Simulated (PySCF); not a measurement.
How methods differ on the excitation energy of Fe²⁺

Fe²⁺ [Ar] 3d6 (5D) → Fe²⁺ [Ar] 3d5 4s1 (7S), as a difference of total energies. All numbers are calculated (PySCF 2.14, no relativity, point nucleus, in dyall-av2z (16s12p7d2f, 101 functions)). Correlated levels: valence: [Ar] frozen; virtual orbitals above 40 to 60 times the deepest correlated orbital energy dropped. The calculations carry no spin-orbit coupling.

| method | excitation energy (eV) |
| --- | --- |
| UHF | 2.801 |
| MP2 (valence) | 3.847 |
| SCS-MP2 (valence) | 4.221 |
| CCSD (valence) | 3.798 |
| CCSD(T) (valence) | 3.825 |

**Question.** How much does correlation contribute at CCSD(T) (valence)?

**Answer.** 3.825 − (2.801) = 1.024 eV, measured against UHF.

A first-order spin-orbit estimate (lowest level to lowest level, LS coupling) adds 0.054 eV.
